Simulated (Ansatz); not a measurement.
`F[C@H]1[SiH2][Ge@@H]1[Cl]`. Charge 0, multiplicity 1.

```xyz
9

F    -0.2872    1.3442   -1.7499
C     0.1526    0.8242   -0.5627
Si   -0.9941    0.2465    0.8443
Ge    0.6143   -1.0815   -0.1867
Cl    2.6501   -1.3509    0.4521
H     0.9825    1.4184   -0.1634
H    -2.3436   -0.1612    0.3852
H    -1.0076    0.9532    2.1483
H     0.2330   -2.1929   -1.1671
```

Q: What are the harmonic wavenumbers in cm⁻¹ at PBE0-D4/def2-TZVP (Ansatz, finite differences of forces, unscaled)? (Best estimate.)

A: The calculation gave: 86, 100, 207, 240, 338, 360, 431, 499, 533, 605, 667, 671, 701, 903, 922, 1125, 1319, 2169, 2227, 2257, 3065.

Q: Is this a minimum?

A: Yes, all 21 modes are real.

Q: Give the ideal-gas thermochemistry at 298.15 K and 1 bar (rigid rotor, harmonic oscillator; point group C1, symmetry number 1).

A: Zero-point energy 116.2 kJ/mol; H(298) − E = 138.3 kJ/mol; entropy 365.2 J/(mol·K), of which translation 173.0, rotation 119.8, vibration 72.4; G(298) − E = 29.4 kJ/mol. Modes under 100 cm⁻¹ are hindered rotations or soft bends, so the harmonic entropy is rough.

Q: And at 400, 500, 600, 800 and 1000 K?

A: 
```json
{"T (K)": "400", "H − E (kJ/mol)": "150.9", "S (J/mol/K)": "401.6", "G − E (kJ/mol)": "-9.7"}
{"T (K)": "500", "H − E (kJ/mol)": "164.9", "S (J/mol/K)": "432.6", "G − E (kJ/mol)": "-51.4"}
{"T (K)": "600", "H − E (kJ/mol)": "179.9", "S (J/mol/K)": "459.9", "G − E (kJ/mol)": "-96.1"}
{"T (K)": "800", "H − E (kJ/mol)": "212.3", "S (J/mol/K)": "506.5", "G − E (kJ/mol)": "-192.9"}
{"T (K)": "1000", "H − E (kJ/mol)": "247.0", "S (J/mol/K)": "545.2", "G − E (kJ/mol)": "-298.1"}
```

Q: Rotational constants (cm⁻¹)?

A: 0.1131, 0.04208, 0.03634.
